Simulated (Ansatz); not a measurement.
One change: `[O]=[W]([OH])([F])([F])[F]` becomes `[O]=[W]([F])([F])([F])[Cl]`.

Ansatz, PBE0-D4/def2-TZVP geometries, multiplicity 1. Each molecule was computed in one conformer, which needn't be the lowest.

Elements past krypton have def2 core potentials.

```json
{"property": "HOMO–LUMO gap (ωB97M-V/def2-TZVPP) / eV", "`[O]=[W]([OH])([F])([F])[F]`": "12.01"}
{"property": "LUMO energy (PBE/def2-TZVPP) / eV", "`[O]=[W]([OH])([F])([F])[F]`": "-3.97"}
{"property": "size of the dipole moment (B3LYP/def2-TZVPP) / D", "`[O]=[W]([OH])([F])([F])[F]`": "3.17"}
{"property": "LUMO energy (ωB97M-V/def2-TZVPP) / eV", "`[O]=[W]([OH])([F])([F])[F]`": "-1.00"}
{"property": "HOMO energy (PBE0/def2-TZVPP) / eV", "`[O]=[W]([OH])([F])([F])[F]`": "-10.62"}
{"property": "size of the dipole moment (ωB97M-V/def2-TZVPP) / D", "`[O]=[W]([OH])([F])([F])[F]`": "3.15"}
```

What does the change do to each property? (Best estimate.)

The calculation gave: 
| property | `[O]=[W]([F])([F])([F])[Cl]` | shift |
| --- | --- | --- |
| HOMO–LUMO gap (ωB97M-V/def2-TZVPP) / eV | 10.49 | -1.52 |
| LUMO energy (PBE/def2-TZVPP) / eV | -4.90 | -0.93 |
| size of the dipole moment (B3LYP/def2-TZVPP) / D | 0.78 | -2.39 |
| LUMO energy (ωB97M-V/def2-TZVPP) / eV | -2.01 | -1.01 |
| HOMO energy (PBE0/def2-TZVPP) / eV | -10.25 | 0.37 |
| size of the dipole moment (ωB97M-V/def2-TZVPP) / D | 0.68 | -2.47 |

With PBE0 the HOMO rises by 0.37 eV and the LUMO falls by 0.97 eV, so the gap narrows by about 1.34 eV. PBE moves the HOMO by 0.16 eV and ωB97M-V by 0.51 eV. The zero-point energy changes by -30.7 kJ/mol with -3 modes. Dipoles are sizes alone; their direction can turn.

B3LYP here is the variant with VWN-RPA as its local correlation; programs differ in this.
